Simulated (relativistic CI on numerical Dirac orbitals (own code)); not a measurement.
Sensitivity of the levels of Ir²⁺ to α and to the nuclear radius

Computed by Dirac-Coulomb-Breit CI, separate exchange-only KLI orbitals for each configuration, valence Slater integrals scaled by 0.85, P86 correlation energy added to each configuration, derivatives by finite differences, QED left out (own radial code, finite nucleus).

CI space (outside the closed core [Kr] 4d10 4f14 5s2): 5p6 5d7, 5p6 5d6 6s, 5p6 5d5 6s2, 5p6 5d6 6p, 5p6 5d6 6d, 5p5 5d8. Levels of other configurations are missing.

With x = (α/α₀)² − 1 an excitation energy changes as ω = ω₀ + qx; K = 2q/ω₀ is the relative enhancement. Terms are leading LS components, so labels can repeat. The field-shift factor is F = δν/δ⟨r²⟩ for the transition from the lowest level.

Lowest level 5p6 5d7 4F_9/2.

```csv
Level,ω₀ (cm⁻¹),q (cm⁻¹),K,F (GHz/fm²)
5p6 5d7 4F_7/2,6528.4,6372,1.95,1.56
5p6 5d7 4F_3/2,8034.8,-1672,-0.416,4.58
5p6 5d7 4F_5/2,8070.0,3020,0.748,3.15
5p6 5d7 4P_3/2,11743.7,3393,0.578,5.89
5p6 5d7 4P_5/2,12137.1,-858.4,-0.141,11.7
5p6 5d7 2G_9/2,14959.5,3740,0.5,2.77
5p6 5d7 4P_1/2,15585.9,2059,0.264,9.19
5p6 5d6 6s 6D_9/2,19108.6,-37960,-3.97,65.7
5p6 5d7 2G_7/2,19517.1,4688,0.48,6.36
5p6 5d7 2H_11/2,20527.5,5825,0.568,1.08
5p6 5d7 4P_3/2,20992.7,5868,0.559,11.2
5p6 5d7 2D_5/2,21962.2,4672,0.425,10.9
5p6 5d6 6s 6D_7/2,23345.4,-34010,-2.91,67
5p6 5d6 6s 6D_5/2,25215.8,-30820,-2.44,62.7
5p6 5d7 2P_1/2,25647.3,1832,0.143,17.3
5p6 5d6 6s 6D_3/2,26584.3,-30320,-2.28,63.8
5p6 5d7 2H_9/2,27233.6,11700,0.859,4
5p6 5d7 2F_5/2,27321.6,-1601,-0.117,11.9
5p6 5d6 6s 6D_1/2,27838.6,-23470,-1.69,56.3
5p6 5d7 2D_3/2,30698.1,7499,0.489,14.4
5p6 5d7 2F_7/2,31165.0,-376.6,-0.0242,17.7
5p6 5d6 6s 4D_7/2,36402.0,-33400,-1.84,54.8
5p6 5d6 6s 4G_9/2,37554.2,-38030,-2.03,64.5
```

Correlation outside the listed configurations is missing or only estimated: errors of thousands of cm⁻¹ between configurations and terms are usual at this charge. Rates and lifetimes follow the computed energies and can be off by large factors. The fine structure of a lone outer electron comes out too small, for d and f at times inverted, and misplaced configurations move strength between like terms.
